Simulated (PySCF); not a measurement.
## Electric field gradients and quadrupole coupling constants

Compound: C7H7FO2.
Structure used (GFN2-xTB), in Å, numbered top down from 1:
```xyz
17
C7H7FO2 angstrom
C      3.0681    0.6245   -0.2831
C      1.8764    0.1055   -0.5026
C      0.9691   -0.3874    0.5938
O      0.3604   -1.6181    0.2467
C     -0.9910   -1.4982    0.1855
O     -1.7135   -2.4075   -0.0992
C     -1.3605   -0.1028    0.5399
C     -2.7672    0.3662    0.5873
C     -0.2125    0.5242    0.7920
F     -0.0220    1.7897    1.1623
H      3.6783    0.9909   -1.0896
H      3.4789    0.7108    0.7091
H      1.4624    0.0162   -1.4966
H      1.5379   -0.5191    1.5238
H     -3.3757   -0.3676    1.1117
H     -3.1606    0.4541   -0.4247
H     -2.8354    1.3309    1.0831
```

Field gradients from the PBE0/pcSseg-1 density (PySCF, non-relativistic), principal values in atomic units, ordered |Vxx| ≤ |Vyy| ≤ |Vzz|:

```tsv
atom	Vxx	Vyy	Vzz
O4	-0.3846	-1.3584	1.7430
O6	0.6565	0.8773	-1.5338
```

**Question.** Find the asymmetry η = (Vxx − Vyy)/Vzz and the couplings χ = eQV/h (234.96 MHz × Q in barn × V in au), with Q(17O) = −0.0256 b.

**Answer.** 
```
atom                 environment  nucleus     η  χzz (MHz)  χxx (MHz)  χyy (MHz)
  O4  ester single-bonded oxygen      17O  0.56     -10.48       2.31       8.17
  O6       ester carbonyl oxygen      17O  0.14       9.23      -3.95      -5.28
```

The tensor is traceless: Vxx + Vyy + Vzz = 0.

**Question.** What is Vzz at O4 in SI units (1 au = 9.71736 × 10²¹ V/m²)?

**Answer.** 1.7430 au = 16.937 × 10²¹ V/m².

**Question.** And the gradient at the other heavy atoms, for which no coupling is worked out here?

**Answer.** 
```csv
atom,environment,Vzz (au),η
C1,terminal =CH2 carbon,0.342,0.32
C2,alkene CH carbon,0.278,0.93
C3,sp3 carbon bound to oxygen,0.373,0.18
C5,ester carbonyl carbon,-0.392,0.75
C7,fully substituted alkene carbon,0.194,0.56
C8,allylic carbon,0.124,0.18
C9,vinylic C–F carbon,-0.439,0.63
F10,vinyl fluorine,2.942,0.17
```

Were the hydrogens deuterons (Q(2H) = 0.00286 b), χzz would run from 190 kHz (H14) to 227 kHz (H11).

Geometry: GFN2-xTB, one conformer, isolated molecule. GFN2-xTB bond lengths can be off by several hundredths of an ångström, more for odd bonds, and the gradients follow them. A larger basis could move these couplings by a tenth or more.
